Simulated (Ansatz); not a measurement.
Reaction (cleavage of the Si–Si bond): `C[SiH2][SiH](F)Cl` + `N=C=O` → `O=C=N[SiH](F)Cl` + `C[SiH3]`

Computed with Ansatz on PBE0-D4/def2-TZVP structures; ΔE is electronic, products minus reactants. CCSD(T)/CBS is the MP2 limit (def2-TZVPP, def2-QZVPP) plus CCSD(T) − MP2 in def2-TZVPP, frozen cores. This one scheme is used for every species. Functionals use def2-TZVPP. B3LYP here is the variant with VWN-RPA as its local correlation; programs differ in this. Each species was taken in one conformer, which may not be the lowest.

```json
{"level": "PBE-D4", "ΔE (kJ/mol)": "-84.4", "difference from CCSD(T)/CBS": "24.2"}
{"level": "r2SCAN-D4", "ΔE (kJ/mol)": "-104.0", "difference from CCSD(T)/CBS": "4.6"}
{"level": "PBE0-D4", "ΔE (kJ/mol)": "-94.9", "difference from CCSD(T)/CBS": "13.7"}
{"level": "B3LYP-D4", "ΔE (kJ/mol)": "-105.9", "difference from CCSD(T)/CBS": "2.7"}
{"level": "ωB97X-V", "ΔE (kJ/mol)": "-105.6", "difference from CCSD(T)/CBS": "3.0"}
{"level": "ωB97M-V", "ΔE (kJ/mol)": "-111.1", "difference from CCSD(T)/CBS": "-2.5"}
{"level": "B2PLYP", "ΔE (kJ/mol)": "-113.9", "difference from CCSD(T)/CBS": "-5.3"}
{"level": "PBE", "ΔE (kJ/mol)": "-86.5", "difference from CCSD(T)/CBS": "22.1"}
{"level": "r2SCAN", "ΔE (kJ/mol)": "-104.7", "difference from CCSD(T)/CBS": "3.9"}
{"level": "PBE0", "ΔE (kJ/mol)": "-97.1", "difference from CCSD(T)/CBS": "11.5"}
{"level": "B3LYP", "ΔE (kJ/mol)": "-109.3", "difference from CCSD(T)/CBS": "-0.7"}
{"level": "HF/def2-TZVPP", "ΔE (kJ/mol)": "-136.4", "difference from CCSD(T)/CBS": "-27.8"}
{"level": "MP2/def2-TZVPP", "ΔE (kJ/mol)": "-119.4", "difference from CCSD(T)/CBS": "-10.8"}
{"level": "SCS-MP2/def2-TZVPP", "ΔE (kJ/mol)": "-121.1", "difference from CCSD(T)/CBS": "-12.5"}
{"level": "CCSD/def2-TZVPP", "ΔE (kJ/mol)": "-114.7", "difference from CCSD(T)/CBS": "-6.1"}
{"level": "CCSD(T)/def2-TZVPP", "ΔE (kJ/mol)": "-111.1", "difference from CCSD(T)/CBS": "-2.5"}
{"level": "HF/def2-QZVPP", "ΔE (kJ/mol)": "-137.6", "difference from CCSD(T)/CBS": "-29.0"}
{"level": "MP2/def2-QZVPP", "ΔE (kJ/mol)": "-118.4", "difference from CCSD(T)/CBS": "-9.8"}
{"level": "SCS-MP2/def2-QZVPP", "ΔE (kJ/mol)": "-120.2", "difference from CCSD(T)/CBS": "-11.6"}
{"level": "HF/CBS(def2)", "ΔE (kJ/mol)": "-137.8", "difference from CCSD(T)/CBS": "-29.2"}
{"level": "MP2/CBS(def2)", "ΔE (kJ/mol)": "-116.9", "difference from CCSD(T)/CBS": "-8.3"}
{"level": "CCSD/CBS(def2)", "ΔE (kJ/mol)": "-112.2", "difference from CCSD(T)/CBS": "-3.6"}
{"level": "CCSD(T)/CBS", "ΔE (kJ/mol)": "-108.6", "difference from CCSD(T)/CBS": "0"}
```

Largest T1 diagnostic among the species: 0.018.

From PBE to PBE0 (25 % exact exchange), in def2-TZVPP and without D4, ΔE moves by −10.6 kJ/mol. The D4 term adds +3.4 kJ/mol with B3LYP and +2.2 kJ/mol with PBE0; it sums over pairs of atoms, weighted by their polarisabilities, and B3LYP, whose exchange is more repulsive, gets the larger term. In def2-TZVPP, CCSD(T) changes the Hartree–Fock value by +25.3 kJ/mol (the triples alone add +3.6 kJ/mol) and MP2 by +17.0 kJ/mol.
